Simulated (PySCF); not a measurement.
**Telling isomers of C₈H₇F₃O apart by NMR**

PySCF calculation with PBE0-D3(BJ)/def2-SVP geometry, σ from GIAO-PBE0/pcSseg-1 and J couplings at B3LYP/pcJ-1 (spin–dipole term left out of most H,H and C,H couplings); non-relativistic Hamiltonian, in vacuum, rapidly exchanging positions averaged, one computed conformer.

Shifts are taken against calculated references (same method and geometry level): TMS for 1H (σref 31.27) and 13C (σref 184.41). Multiplet labels drop J under 1 Hz and among equivalent protons, and merge close values. Unscaled 3J(H,H) run several per cent high. One-bond C–F couplings are unscaled and too large by tens of Hz. Shifts are as computed. Against solution values, carbons near 30 ppm lie about +2 ppm off and those near 130 ppm about +5 ppm. Of 1211 compounds with measured shifts, 218 miss one by over three times the rms of a fit or turn the order of signals round; such compounds aren't used in these exercises.

(1) Tabulate the signals of `C=C1C=C(C(F)(F)F)/C1=C/OC`, `C=C1C=C(C(F)(F)F)/C1=C\OC` and their relative energies.

(2) What is the quickest way to tell C=C1C=C(C(F)(F)F)/C1=C/OC from C=C1C=C(C(F)(F)F)/C1=C\OC?

Results:

(1) 
```json
{"SMILES": "C=C1C=C(C(F)(F)F)/C1=C/OC", "carbon types": "4×C 2×CH 1×CH2 1×CH3", "δC": "150.1, 149.7, 143.3, 140.5, 124.9, 121.4, 112.3, 59.2", "δH": "6.78 (qt, 1H), 5.97 (dqd, 1H), 5.51 (qd, 1H), 5.32 (qd, 1H), 3.61 (s, 3H)", "E rel. (kcal/mol)": "0.0"}
{"SMILES": "C=C1C=C(C(F)(F)F)/C1=C\\OC", "carbon types": "4×C 2×CH 1×CH2 1×CH3", "δC": "152.7, 151.4, 144.1, 138.0, 124.8, 119.9, 105.5, 59.0", "δH": "6.81 (qt, 1H), 5.95 (dq, 1H), 5.17 (q, 1H), 5.04 (qd, 1H), 3.61 (s, 3H)", "E rel. (kcal/mol)": "0.6"}
```

Energies are electronic energies at PBE0/pcSseg-1 on these geometries, without zero-point or thermal terms, each for the one conformer computed, which needn't be the lowest.

(2) Both give the same number of carbon signals, with the same numbers of each carbon type, so the positions decide. The first has a terminal =CH2 carbon at 112.3 ppm, the second a terminal =CH2 carbon at 105.5 ppm. Their most deshielded carbons lie at 150.1 and 152.7 ppm.
